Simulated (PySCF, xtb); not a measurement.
C3H7BFN, SMILES C=C(C)B(N)F.

GFN2-xTB run with xtb 6.7.1 at its own geometry gives an orbital gap of 4.46 eV and a dipole moment of 2.89 D.

Coordinates come from a B3LYP-D3(BJ)/def2-SVP optimisation. The structure was generated by enumeration, and PubChem lists no compound with its InChIKey, so it may never have been made. One conformer was computed; it need not be the lowest.

What does PBE/def2-TZVP (PySCF) give? (An estimate is asked for; the answer gives what the named calculation found.)

gap 4.77 eV (levels -6.24 and -1.47 eV), dipole 2.30 D.
